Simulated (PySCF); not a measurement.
Spin states of BAs

Unrestricted PBE0; PySCF, no relativity, basis sets B def2-TZVPPD, As def2-TZVPPD. Outer shells of the fragments: B 2s2 2p1; As 3d10 4s2 4p3.

Followed along the bond (rough minima from three points):

| 2Ms+1 | unpaired | ⟨S²⟩ at the start | R at minimum (Å) | Te (eV) |
| --- | --- | --- | --- | --- |
| 3 | σ ↑, π ↑ | 2.01 | 1.85 | 0.00 |
| 1 | σ ↓, π ↑ | 1.05 | 1.86 | 0.14 |
| 3 | π ↑↑ | 2.01 | none in the scan | ≤ 0.85 |
| 1 | none | 0.00 | none in the scan | ≤ 0.87 |
| 1 | π ↑↓ | 1.01 | none in the scan | ≤ 1.14 |

Solutions found at the starting distance of 1.990 Å, counted from the lowest of them; the search is not exhaustive and high or unbound solutions are not listed, so other states can lie among these:

```json
{"2Ms+1": "3", "unpaired": "σ ↑, π ↑", "term": "³Π", "E (eV)": "0.00", "⟨S²⟩": "2.01", "⟨Lz²⟩": "1.02", "μ (D)": "-0.02"}
{"2Ms+1": "1", "unpaired": "σ ↓, π ↑", "term": "mixed", "E (eV)": "0.12", "⟨S²⟩": "1.05", "⟨Lz²⟩": "1.01", "μ (D)": "-0.07"}
{"2Ms+1": "3", "unpaired": "π ↑↑", "term": "³Σ⁻", "E (eV)": "0.67", "⟨S²⟩": "2.01", "⟨Lz²⟩": "0.00", "μ (D)": "2.28"}
{"2Ms+1": "1", "unpaired": "π ↑↓", "term": "mixed", "E (eV)": "0.96", "⟨S²⟩": "1.01", "⟨Lz²⟩": "2.02", "μ (D)": "2.35"}
{"2Ms+1": "1", "unpaired": "none", "term": "¹Σ⁺", "E (eV)": "1.21", "⟨S²⟩": "0.00", "⟨Lz²⟩": "0.00", "μ (D)": "-0.65"}
{"2Ms+1": "5", "unpaired": "σ ↑, π ↑↑↑", "term": "⁵Π", "E (eV)": "1.86", "⟨S²⟩": "6.00", "⟨Lz²⟩": "1.00", "μ (D)": "0.86"}
```

A term symbol is given only where ⟨S²⟩ and ⟨Lz²⟩ are close to those of a pure state; real π, δ and φ orbitals otherwise mix terms. A positive dipole means B(−)As(+).

Spin–orbit coupling is left out.
